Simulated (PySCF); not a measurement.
# Assignment exercise: C6H8FNSi2

Atoms are numbered as in `[CH3:1][C:2]#[C:3]/[C:4]([SiH2:5][F:6])=[C:7](\[SiH3:8])[C:9]#[N:10]`; H(Xn) means a hydrogen on atom n.

PySCF 2.14.0 with density-fitted response routines calculation with coordinates at the GFN2-xTB level and σ from GIAO-PBE0/pcSseg-1; one averaged value for each set of equivalent atoms, no solvent, one computed conformer, no relativistic terms.

Referencing at the same level of theory: ¹³C, ¹H vs TMS.

Problem. Assign these signals to the numbered atoms. ¹³C{¹H} NMR (computed): δ 169.0 (C), 132.5 (C), 132.4 (C), 124.3 (C), 86.7 (C), 7.4 (CH3).

Solution. 
169.0 → C4, fully substituted alkene carbon
132.5 → C2, alkyne carbon
132.4 → C7, fully substituted alkene carbon: the olefinic region
124.3 → C9, nitrile carbon: C≡N carbons fall here, among the sp2 signals but without a proton
86.7 → C3, alkyne carbon: sp carbons lie upfield of alkene carbons because the cylindrical π system leaves one tensor component strongly shielded
7.4 → C1, propargylic methyl carbon: aliphatic region, no heteroatom directly attached

C2 and C7 lie closer than the usual error of such a calculation, so a measured spectrum could show them in the other order.

Problem. Assign these signals to the numbered atoms. ¹H NMR (500 MHz, computed): δ 5.39 (m, 2H), 4.31 (s, 3H), 2.53 (s, 3H).

Solution. 
```tsv
δ (ppm)	atoms	environment	reason
5.39	H(Si5)	hydrogen on a silicon bonded to C, F	–
4.31	H(Si8)	hydrogen on a silicon bonded to C	–
2.53	H(C1)	hydrogen on a propargylic methyl carbon	–
```

Splittings by ¹⁹F in the carbon and heteronuclear signals aren't shown, as no couplings were computed. Shifts are as computed. Against solution values, carbons near 30 ppm lie about +3 ppm off and those near 130 ppm about +5 ppm. Of 1309 compounds with measured shifts, 239 miss one by over three times the rms of a fit or turn the order of signals round; such compounds aren't used in these exercises. Multiplicities follow the n + 1 count of equivalent neighbours, as no J values were calculated; m marks all less simple cases, F and P coupling included.
